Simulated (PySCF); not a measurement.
# What a mistake does to a calculation on B2GeH6N

These are calculations, not measurements. They come from PySCF 2.14.0, an open-source quantum chemistry program, on an isolated molecule that a program drew, which may never have been made. The molecule is B2GeH6N (charge 0, doublet), drawn as the SMILES string `BN[B][GeH3]`.

Each row is a Hartree-Fock (HF) and frozen-core CCSD(T) single point in the cc-pVDZ basis, meant for a local HF minimum. Run 1 is clean. Each other run has one planted mistake out of seven kinds, and not every kind appears here: one electron removed, one electron added, multiplicity raised by two, geometry at a saddle point, minimal basis STO-3G, one bond length entered in bohr, all coordinates scaled. The reference is restricted for singlets and unrestricted otherwise, and also for a bond in bohr. Adding or removing an electron swaps singlet and doublet. Electrons count all cores. HOMO and LUMO are orbital energies over both spins, the gradient is its largest component, and the lowest frequency (negative if imaginary) is given only where the gradient is small. Bond lengths are over the 9 bonds as drawn. T1 is the CCSD diagnostic: over 0.02 (restricted) or 0.045 (unrestricted) a single reference is doubtful. Germanium has the cc-pVDZ-PP basis, with a core potential (ECP10MDF) in place of its 10 inner electrons, and its 3s, 3p and 3d shells are frozen in CCSD(T).

Geometry of the clean run:
```xyz
10
B2GeH6N, angstrom
B    -1.5335   -0.5419   -0.2080
N    -0.6652    0.2779   -0.9870
B     0.7421    0.2428   -0.9646
Ge    2.1079    1.3813   -2.0477
H    -1.0641   -1.3442    0.5442
H    -2.7200   -0.4078   -0.3252
H    -1.1067    0.9367   -1.6043
H     3.0101    2.1631   -1.0851
H     1.4438    2.3968   -3.0001
H     2.9968    0.4599   -2.8918
```

```
run  electrons  basis functions  <S^2>  HOMO (eV)  LUMO (eV)  gradient (hartree/bohr)  lowest frequency (cm^-1)  mean bond (Å)  longest bond (Å)      T1  HF (hartree)  CCSD(T) (hartree)                          mistake
  1         55               95  0.757      -8.50       1.88                  4.8e-06                        88         1.4362             2.082  0.0139    -400.68866         -401.16572                         no fault
  2         56               95  0.000       0.23       7.15                  5.7e-02                         -         1.4362             2.082  0.0154    -400.62813         -401.14545               one electron added
  3         55               95  3.766      -6.47      -2.14                  5.1e-02                         -         1.4362             2.082  0.0246    -400.51222         -400.97770       multiplicity raised by two
  4         55               95  1.616      -8.54       0.79                  5.3e-03                         -         1.5878             2.898  0.0403    -400.58786         -401.05216  one bond length entered in bohr
  5         55               95  0.757      -8.46       1.93                  1.0e-02                         -         1.4190             2.057  0.0136    -400.68733         -401.16262                                ?
  6         54               95  0.000     -17.57      -5.73                  9.1e-02                         -         1.4362             2.082  0.0157    -400.42631         -400.89615                                ?
```

**Which mistake was planted in run 5, and what did it cost?**

The mean and the longest bond both change by the same factor, 0.988, and the gradient is no longer small. So the mistake is: all coordinates scaled. Subtracting run 1 and multiplying by 627.51 kcal/mol a hartree, the energy moved by 0.8 kcal/mol in HF and 1.9 kcal/mol in CCSD(T).

**Which mistake was planted in run 6, and what did it cost?**

It counts 54 electrons, one fewer than the clean run, at the same geometry and basis. So the mistake is: one electron removed. Subtracting run 1 and multiplying by 627.51 kcal/mol a hartree, the energy moved by 164.6 kcal/mol in HF and 169.2 kcal/mol in CCSD(T).

Cautions from the logs. Run 2: the HOMO is above zero, so the electron isn't bound and the energy depends on the basis.
